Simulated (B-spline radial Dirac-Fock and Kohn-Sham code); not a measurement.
# Pr⁵⁺ 5p3/2: cross section and angular parameters

System: Pr⁵⁺, configuration [Kr] 4d10 5s2 5p6; threshold 81.92 eV (orbital energy of the model). The computed values come from an atomic code on a B-spline grid: Dirac-Hartree-Slater photoionisation with a Latter tail; cross sections with all multipoles, angular parameters from the dipole term and its interference with E2.

For linearly polarised light dσ/dΩ = σ/(4π) [1 + β P₂(cos θ) + (δ + γ cos²θ) sin θ cos φ], with θ from the polarisation vector and φ the angle between the beam and the projection of the electron momentum on the plane normal to the polarisation.

```
hν (eV)  σ (kb)       β       γ      δ
    100     343  -0.307   0.032  0.002
    131     250  -0.017  -0.067  0.027
    132     248  -0.005  -0.067  0.027
    189     168   0.556   0.022  0.033
    204     153   0.659   0.053  0.032
    297    98.1   1.063   0.181  0.020
    307    94.2   1.093   0.189  0.019
    309    93.5   1.099   0.191  0.019
    400    67.9   1.301   0.225  0.011
    449    58.3   1.374   0.225  0.008
    600    38.8   1.518   0.190  0.003
    733    28.7   1.592   0.142  0.001
   1240    12.2   1.710   0.001  0.000
 1253.6    12.0   1.711  -0.001  0.000
   3380    1.73   1.714   0.167  0.006
   3540    1.56   1.709   0.196  0.007
   4000       ?       ?       ?      ?
   5140   0.675   1.653   0.497  0.013
 5414.7   0.597   1.642   0.547  0.015
   6050   0.458   1.619   0.661  0.018
   7240   0.295   1.577   0.861  0.025
   8110   0.221   1.547   0.996  0.031
   8650   0.188   1.530   1.075  0.034
  12000  0.0788   1.427   1.500  0.060
  12400  0.0720   1.416   1.544  0.063
  12800  0.0660   1.404   1.586  0.066
  15000  0.0424   1.346   1.795  0.085
```

Problem. Give the values at 4000 eV.

Solution. σ = 1.20 kb, β = 1.694, γ = 0.281, δ = 0.008.
